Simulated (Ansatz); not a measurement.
```xyz
2

Si   -0.0259   -0.0321   -0.5822
O    -0.0211   -0.0386    0.9933
```

Basis set: aug-cc-pVDZ (spherical functions). Left uncorrelated: 6 orbitals. Charge 0, multiplicity 1.

Computed with Ansatz (development build ahead of 0.2.0); each method stands on the lowest determinant of its kind that the runs found. Restricted open shells among the atoms or ions are ROHF, correlated in semicanonical orbitals with singles.

The atomization energy at this shape (free ground-state atoms in the same class of orbitals less the molecule, no zero-point energy) of singlet SiO:

| method | atomization energy |
| --- | --- |
| RHF-MP2 | 762.6 kJ/mol |

Problem. What does RHF give?

Solution. 419.3 kJ/mol.
